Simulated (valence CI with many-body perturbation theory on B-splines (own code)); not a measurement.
## Pd VI: electric-dipole lines

Method: valence CI with perturbative core correlation (CI+MBPT): five valence electrons over a frozen Dirac-Fock core [Kr], radial functions for each j: 7 s, 7 p, 8 d, 6 f, 4 g, 1 h, with the one-electron correlation potential Σ1 (screened to all orders), the two-electron term Σ2, the three-electron term Σ3, Breit, model QED; selected single and double excitations, second order for the rest, scaled by the run's own slope (own B-spline code, finite nucleus).

No measured levels were compared; by estimate terms of the open shell hold to 2 to 4 % of their energy, and close levels can change places; different configurations can be misplaced against each other by 1,000 to 8,000 cm⁻¹. Among the levels kept, up to 2400 cm⁻¹ of a level comes from second order outside the variational space, and about a tenth of that is noise between levels of different J, which matters for small intervals. The list stops below the first excitations out of the core.

Lines 151 to 200 of 600 in falling wavelength, among levels below 37.659 eV, chosen from the strongest by gf and those to the six lowest levels. Wavelengths and rates use the calculated energies, so an error of 2000 cm⁻¹ moves a line at 128.6 nm by 2.6 % and its rate by three times that or more. Electric multipoles are in the length gauge, E1 and E2 with the static RPA response of the core. Weak lines are less certain than strong ones. Lines between different terms over intervals too small for the method are left out, as are lines whose strength nearly cancels. Where a level lies close to another of its J and parity, the split of strength between their lines is uncertain. The highest levels of a list are the least certain.

Names give the largest LS component (configuration and term), which can be under half, so a name can repeat, a term be missing and a line seem to break the LS rules; names also repeat where a configuration has a term twice. Letters in brackets count levels of one name in rising energy.

```tsv
λ vac (nm)	Upper	Lower	A (s⁻¹)	log gf	Branch %
128.6	4d⁴5p ⁴P°_3/2 [a]	4d⁴5s ⁶D_5/2	5.58e+08	-0.26	8.5
128.6	4d⁴5p ⁶F°_7/2	4d⁴5s ⁶D_5/2	4.67e+08	-0.03	33.9
128.5	4d⁴5p ⁶P°_5/2	4d⁴5s ⁶D_7/2	7.94e+08	0.07	7.8
128.2	4d⁴5p ⁴H°_11/2 [b]	4d⁴5s ⁴G_9/2	6.34e+07	-0.73	1.1
127.9	4d⁴5p ⁴D°_7/2 [b]	4d⁴5s ²F_7/2 [a]	3.47e+08	-0.17	5.1
127.8	4d⁴5p ⁴P°_5/2 [c]	4d⁴5s ⁴D_7/2 [b]	4.56e+08	-0.17	4.5
127.8	4d⁴5p ⁴H°_7/2 [b]	4d⁴5s ⁴F_5/2 [a]	9.58e+07	-0.73	1.9
127.7	4d⁴5p ²H°_9/2 [a]	4d⁴5s ⁴F_9/2 [a]	1.03e+08	-0.60	2.4
127.4	4d⁴5p ²H°_9/2 [c]	4d⁴5s ⁴D_7/2 [b]	1.48e+08	-0.44	2.5
127.3	4d⁴5p ⁴G°_7/2 [d]	4d⁴5s ²F_5/2 [a]	1.55e+08	-0.52	1.8
127.3	4d⁴5p ⁴G°_9/2 [c]	4d⁴5s ²G_7/2 [a]	2.17e+08	-0.28	3.0
127.3	4d⁴5p ⁴D°_3/2 [e]	4d⁴5s ⁴D_5/2 [b]	3.17e+08	-0.51	3.2
127.3	4d⁴5p ⁴I°_11/2	4d⁴5s ⁴H_13/2	9.66e+07	-0.55	2.4
127.2	4d⁴5p ²D°_5/2 [b]	4d⁴5s ²P_3/2 [a]	1.80e+08	-0.58	1.8
127.1	4d⁴5p ⁴P°_3/2 [c]	4d⁴5s ²P_3/2 [a]	2.23e+08	-0.67	2.5
127.1	4d⁴5p ⁴G°_5/2 [d]	4d⁴5s ²F_5/2 [a]	3.49e+08	-0.30	4.2
127.1	4d⁴5p ⁴G°_7/2 [c]	4d⁴5s ⁴F_9/2 [a]	8.91e+07	-0.76	0.9
127.1	4d⁴5p ⁴G°_11/2 [b]	4d⁴5s ²H_9/2	4.73e+08	0.14	11.2
127.1	4d⁴5p ²I°_11/2 [b]	4d⁴5s ²H_11/2	3.98e+08	0.06	3.6
126.9	4d⁴5p ⁶F°_9/2	4d⁴5s ⁶D_7/2	5.61e+08	0.13	34.9
126.6	4d⁴5p ²I°_13/2 [b]	4d⁴5s ²I_11/2	4.55e+08	0.19	7.3
126.6	4d⁴5p ⁴G°_9/2 [a]	4d⁴5s ⁴H_7/2	1.55e+08	-0.43	3.3
126.5	4d⁴5p ⁶P°_7/2	4d⁴5s ⁶D_7/2	1.24e+08	-0.62	1.1
126.4	4d⁴5p ²F°_7/2 [b]	4d⁴5s ⁴D_7/2 [b]	1.37e+08	-0.58	1.5
126.4	4d⁴5p ²I°_11/2 [a]	4d⁴5s ⁴F_9/2 [a]	3.20e+08	-0.04	5.7
126.4	4d⁴5p ⁴G°_11/2 [c]	4d⁴5s ²G_9/2 [a]	1.58e+08	-0.34	2.5
126.3	4d⁴5p ²D°_3/2 [b]	4d⁴5s ⁴D_3/2 [b]	1.86e+08	-0.75	2.0
126.3	4d⁴5p ⁴P°_5/2 [b]	4d⁴5s ⁴P_5/2 [a]	2.46e+08	-0.45	2.7
126.2	4d⁴5p ²H°_9/2 [b]	4d⁴5s ²F_7/2 [a]	7.60e+07	-0.74	0.6
126.1	4d⁴5p ⁶P°_5/2	4d⁴5s ⁶D_5/2	1.70e+08	-0.62	1.7
126.1	4d⁴5p ⁴D°_5/2 [e]	4d⁴5s ⁴D_5/2 [b]	3.70e+08	-0.28	5.8
126.0	4d⁴5p ²H°_9/2 [c]	4d⁴5s ²F_7/2 [a]	2.78e+08	-0.18	4.8
125.8	4d⁴5p ⁴G°_11/2 [c]	4d⁴5s ²I_11/2	9.68e+07	-0.56	1.5
125.7	4d⁴5p ²H°_11/2 [a]	4d⁴5s ²H_11/2	9.15e+07	-0.59	2.4
125.7	4d⁴5p ⁴G°_11/2 [b]	4d⁴5s ⁴G_9/2	1.91e+08	-0.27	4.5
125.6	4d⁴5p ⁴G°_11/2 [a]	4d⁴5s ⁴H_9/2	2.07e+08	-0.23	2.6
125.6	4d⁴5p ²G°_9/2 [a]	4d⁴5s ²G_9/2 [a]	4.02e+08	-0.02	5.9
125.5	4d⁴5p ⁴F°_7/2 [c]	4d⁴5s ⁴G_9/2	1.48e+08	-0.55	2.0
125.3	4d⁴5p ⁴G°_5/2 [d]	4d⁴5s ⁴D_3/2 [b]	1.28e+08	-0.74	1.5
125.3	4d⁴5p ⁴H°_9/2 [d]	4d⁴5s ²H_9/2	7.92e+07	-0.73	1.5
125.3	4d⁴5p ²I°_13/2 [b]	4d⁴5s ²I_13/2	6.49e+08	0.33	10.4
125.3	4d⁴5p ⁴I°_11/2	4d⁴5s ⁴H_11/2	1.91e+08	-0.27	4.7
125.1	4d⁴5p ⁴G°_7/2 [c]	4d⁴5s ⁴G_5/2	1.26e+08	-0.63	1.3
125.0	4d⁴5p ⁴F°_7/2 [c]	4d⁴5s ⁴P_5/2 [a]	1.25e+08	-0.63	1.7
124.8	4d⁴5p ²H°_9/2 [c]	4d⁴5s ²H_11/2	1.46e+08	-0.47	2.5
124.7	4d⁴5p ⁴H°_9/2 [c]	4d⁴5s ⁴F_7/2 [a]	9.46e+07	-0.66	1.1
124.5	4d⁴5p ²D°_5/2 [b]	4d⁴5s ²G_7/2 [a]	1.36e+08	-0.72	1.3
124.5	4d⁴5p ⁴G°_11/2 [c]	4d⁴5s ²I_13/2	6.47e+07	-0.74	1.0
124.4	4d⁴5p ⁴F°_5/2 [b]	4d⁴5s ⁴G_5/2	1.61e+08	-0.65	1.3
124.4	4d⁴5p ⁴D°_5/2 [a]	4d⁴5s ⁴D_7/2 [a]	3.55e+08	-0.31	4.1
```

Q: How does gf follow from A for the line at 125.1 nm?

A: gf = 1.4992 × (2J+1)_upper × A / σ², with σ = 79931 cm⁻¹ and 2J+1 = 8: gf = 0.237.
